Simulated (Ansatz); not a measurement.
Geometry optimisation, Ansatz 0.2.0, RKS PBE/def2-SVP.

Input:

```yaml
crystal:
  periodic: [false, false, false]
  atoms:
    - { symbol: Ge, position_ang: [-0.03372, -0.071889, 0.078398] }
    - { symbol: O, position_ang: [-0.113718, 0.033232, 1.8596] }
    - { symbol: H, position_ang: [-0.808174, 0.680099, 2.09275] }
    - { symbol: Ge, position_ang: [2.216006, 0.078694, -0.848273] }
    - { symbol: H, position_ang: [2.555539, -1.215224, -1.620392] }
    - { symbol: H, position_ang: [2.229643, 1.284432, -1.830324] }
    - { symbol: H, position_ang: [3.215105, 0.340724, 0.299666] }
    - { symbol: O, position_ang: [-1.168526, 1.268969, -0.364821] }
    - { symbol: H, position_ang: [-1.625704, 1.058094, -1.203104] }
    - { symbol: O, position_ang: [-0.810905, -1.623, -0.473336] }
    - { symbol: H, position_ang: [-1.635068, -1.762638, 0.034668] }
    - { symbol: S, position_ang: [1.730653, -2.682675, 1.493975] }
    - { symbol: H, position_ang: [0.646213, -2.80923, 0.670441] }
    - { symbol: H, position_ang: [1.031257, -1.803786, 2.304052] }
basis:
  gaussian: { orbitals: def2-SVP }
hamiltonian:
  xc: pbe
relax:
  f_tol: 0.03
  max_steps: 50
output:
  orbitals: {}
```

Launched with:

```bash
$ ansatz run input.yaml --threads 4 --pin off --max-ram 5120MiB --backend cpu --events-out ev --progress --plain --runs-dir out
```

Where does it end, and by what steps?

The run converged. The force dipped under the threshold on the way, but the program's further checks kept it going. After 17 steps the energy has fallen by 0.035 eV; H9 moved furthest, 0.58 Å.

| step | energy less start (eV) | largest force component (eV/Å) | accepted |
| --- | --- | --- | --- |
| 0 | 0.0000 | 0.562 | yes |
| 1 | -0.0161 | 0.250 | yes |
| 2 | 0.0482 | 0.893 | no |
| 3 | -0.0230 | 0.413 | yes |
| 4 | -0.0227 | 0.240 | no |
| 5 | -0.0279 | 0.145 | yes |
| 6 | -0.0294 | 0.082 | yes |
| 7 | -0.0311 | 0.021 | yes |
| 8 | -0.0301 | 0.471 | no |
| 9 | -0.0320 | 0.020 | yes |
| 10 | -0.0324 | 0.133 | yes |
| 11 | -0.0329 | 0.190 | yes |
| 12 | -0.0340 | 0.024 | yes |
| 13 | -0.0324 | 0.333 | no |
| 14 | -0.0343 | 0.045 | yes |
| 15 | -0.0343 | 0.088 | yes |
| 16 | -0.0345 | 0.032 | yes |
| 17 | -0.0345 | 0.011 | yes |

```xyz
14
Properties=species:S:1:pos:R:3
Ge -0.118 -0.106 0.066
O -0.246 -0.075 1.864
H -0.748 0.722 2.127
Ge 2.125 0.088 -0.877
H 2.517 -1.228 -1.582
H 2.093 1.240 -1.924
H 3.122 0.458 0.244
O -1.276 1.220 -0.337
H -1.228 1.467 -1.279
O -0.789 -1.701 -0.468
H -1.659 -1.841 -0.045
S 1.797 -2.752 1.595
H 0.723 -2.875 0.758
H 1.117 -1.843 2.353
```

Whether the end is a true minimum wasn't checked by a vibrational analysis.

Time of the run: 44 s on 4 threads of Arm Neoverse V2 (shared host), peak memory 0.28 GiB.
